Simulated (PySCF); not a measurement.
Species: C3H5F2OS (charge -1).
Cartesian coordinates in Å at the GFN2-xTB level; atoms count from 1:
```
atom  x, y, z in Å
F1     2.5244   -0.4600    0.6826
C2     1.5380   -0.0165   -0.1720
F3     2.2358    0.6300   -1.1455
O4     0.7390    0.8669    0.4600
C5    -0.5667    0.3711    0.7846
C6    -1.3730   -0.0740   -0.4307
S7    -0.9532   -1.7582   -0.9538
H8     1.0107   -0.8980   -0.6063
H9    -1.0396    1.2210    1.2895
H10   -0.4752   -0.4637    1.4911
H11   -1.2010    0.6266   -1.2569
H12   -2.4379   -0.0459   -0.1686
```

A PySCF run (density fitting, gas phase, GFN2-xTB geometry) gave HOMO -0.62 eV, LUMO 2.63 eV.

Task: Which of these levels was it?
A. KT2/3-21G
B. KT3/6-311+G(2d,p)
C. BP86/6-31G
D. PBE0/aug-pcSseg-1

Result: D. It is PBE0/aug-pcSseg-1. All candidates on this geometry:

```
                             level and settings           kind  basis functions  SCF cycles     E (Eh)  HOMO (eV)  LUMO (eV)
   KT3/6-311+G(2d,p), energy threshold 1e-07 Eh            GGA              227          11  -798.6758       0.46       2.82
   PBE0/aug-pcSseg-1, energy threshold 1e-06 Eh  global hybrid              234           8  -789.8981      -0.62       2.63
          BP86/6-31G, energy threshold 1e-06 Eh            GGA               77           8  -790.3509       1.06       5.96
KT2/3-21G, start guess atom, level shift 0.3 Eh            GGA               77          13  -795.0544       1.41       6.57
```

The nearest other candidate, by the summed differences of HOMO and LUMO, is KT3/6-311+G(2d,p): its HOMO differs by +1.08 eV and its LUMO by +0.19 eV. All basis functions are spherical, in the Pople sets too. KT2 and KT3 were designed for NMR shieldings or shifts; total energies of different functionals aren't comparable. The HOMO energy is positive at BP86/6-31G, KT2/3-21G and KT3/6-311+G(2d,p); such an orbital is held in place by the finite basis.
